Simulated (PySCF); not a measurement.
# Spinor energies of Te³⁺ (tellurium, charge +3)

Start: [Kr] 4d10 5s1 5p1 6s1; 5s1/2 filled at m_j = +1/2; 5p3/2 filled at m_j = +3/2; 6s1/2 filled at m_j = +1/2. Calculated with PySCF 2.14 in x2c-TZVPall-2c with one added diffuse shell each of s, p, d, f type (9s10p6d3f, 90 functions): generalised Hartree-Fock with the X2C-1e Hamiltonian and a Gaussian nucleus; one run each with spin-orbit coupling (SO) switched off, then screened by Boettger's factors. This is a chosen level, not necessarily the ground level.

```
spinor shell  electrons  ε, spin-free (eV)  ε, screened SO (eV)  weight of nominal j (screened SO)  rms radius, screened SO (bohr)
       1s1/2          2           -32010.6             -32007.3                              1.000                          0.0318
       2s1/2          2            -5037.8              -5037.0                              1.000                           0.130
       2p1/2          2            -4519.2              -4710.0                              1.000                           0.112
       3s1/2          2            -1074.0              -1073.8                              1.000                           0.343
       3p1/2          2            -901.31              -937.99                              1.000                           0.336
       3p3/2          4            -901.31              -884.76                              1.000                           0.347
       3d3/2          4            -640.87              -647.37                              1.000                           0.320
       3d5/2          6            -640.87              -636.47                              1.000                           0.323
       4s1/2          2            -230.03              -230.08                              1.000                           0.814
       4p1/2          2            -174.04              -181.08                              0.999                           0.858
       4p3/2          4            -174.04              -170.97                              1.000                           0.885
       4d3/2          4            -89.686              -90.734                              0.966                            1.03
       4d5/2          6            -89.686              -89.105                              0.977                            1.04
       5s1/2          1            -53.186              -53.205                              1.000                            2.00
       5p3/2          1            -40.751              -40.341                              1.000                            2.33
       6s1/2          1            -20.826              -20.843                              0.998                            4.31
```

**Question.** Where does 2p3/2 lie, and what is the 2p spin-orbit splitting (screened SO)?

**Answer.** At -4433.0 eV, 277.01 eV above 2p1/2.

| quantity | spin-free | screened SO |
| --- | --- | --- |
| E (hartree) | -6787.12979 | -6788.99795 |
| M_J | 5/2 | 5/2 |
| ⟨J²⟩ | 8.768 | 8.767 |
| ⟨L²⟩ | 2.017 | 2.034 |
| ⟨S²⟩ | 3.751 | 3.771 |

Each row is a mean over spinors that exchange with the open shell spreads, by up to 1.116 eV (4s1/2).

Breit and QED terms are absent; they matter most for the inner s and p1/2 levels.

Densities and radii are taken from the X2C orbitals without a picture-change correction, which distorts them close to the nucleus.

Without spin-orbit coupling the j labels of p, d and f shells carry no meaning; the spin-free column gives the mean over the occupied spinors of each nl shell.
